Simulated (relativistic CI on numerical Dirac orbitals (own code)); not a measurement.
**Slater and spin-orbit integrals, Kr XIX**

Computed by Dirac-Coulomb-Breit CI, orbitals from a KLI potential per configuration, model QED (radiative potential, 1s self-energy scaled to tabulated hydrogen-like ionisation energies), unscaled Slater integrals (own radial code, finite nucleus).

Slater integrals F^k, G^k are unscaled and averaged over j, outside the closed core [Ne]; ζ comes from projecting the Hamiltonian with its Breit term on Σ l·s of the shell.

- 3s2 3p5 3d: ζ(3p) = 56974, F^2(3p,3d) = 213710, G^1(3p,3d) = 237390, G^3(3p,3d) = 155870, ζ(3d) = 6368.7 cm⁻¹; <r>(3p) = 0.4661, <r^2>(3p) = 0.2505, <r>(3d) = 0.4256, <r^2>(3d) = 0.2112 (bohr units).
- 3s 3p6 3d: G^2(3s,3d) = 179930, ζ(3d) = 6454.9 cm⁻¹; <r>(3s) = 0.4739, <r^2>(3s) = 0.2556, <r>(3d) = 0.4263, <r^2>(3d) = 0.2118 (bohr units).
- 3s2 3p5 4s: ζ(3p) = 58347, G^1(3p,4s) = 26129 cm⁻¹; <r>(3p) = 0.4613, <r^2>(3p) = 0.2454, <r>(4s) = 0.9389, <r^2>(4s) = 0.9892 (bohr units).

Averages of the first 10 configurations, taken without configuration mixing, which lowers the lowest level and can move excited configurations by several eV; other configurations of the list can lie among them:

```
Configuration  Parity  States  Average energy above the lowest level (eV)
      3s2 3p6    even       1                                         0.3
   3s2 3p5 3d     odd      60                                       100.8
    3s 3p6 3d    even      20                                       181.8
   3s2 3p5 4s     odd      12                                       371.6
   3s2 3p5 4p    even      36                                       398.9
   3s2 3p5 4d     odd      60                                       437.8
    3s 3p6 4s    even       4                                       453.5
   3s2 3p5 4f    even      84                                       469.5
      3p6 3d2    even      45                                       367.7
      3p5 3d3     odd     720                                       466.5
```
